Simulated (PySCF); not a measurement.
Computed shifts of a molecule C₂H₈N₂Si₂, KT2/pcSseg-1 (PySCF), GIAO, gas phase, equivalent atoms averaged, in ppm (number of nuclei): ¹³C: 203.1 (1), 38.1 (1). ¹⁵N: 516.5 (1), 39.8 (1). ²⁹Si: -23.8 (1), -29.8 (1). ¹H: 6.32 (1), 5.80 (1), 5.39 (1), 2.64 (3), 2.06 (1), 1.43 (1). References: ¹³C against TMS (σ = 185.1 ppm); ¹⁵N against NH3 (σ = 266.2 ppm); ²⁹Si against TMS (σ = 361.9 ppm); ¹H against TMS (σ = 31.47 ppm), references at their B3LYP-D3(BJ)/def2-TZVP geometries, non-relativistic. The structure is a stationary point at TPSSh-D3(BJ)/def2-SVP. One conformer was computed; it need not be the lowest.

Problem. Which structure fits?
A) CC1=N[Si@@H](N)[SiH2]1
B) N#C[C@H]([SiH3])[SiH2]N
C) C#C[Si@H](N)[SiH2]N
D) N[Si@H]1C=N[SiH2]C1

Solution. A, CC1=N[Si@@H](N)[SiH2]1
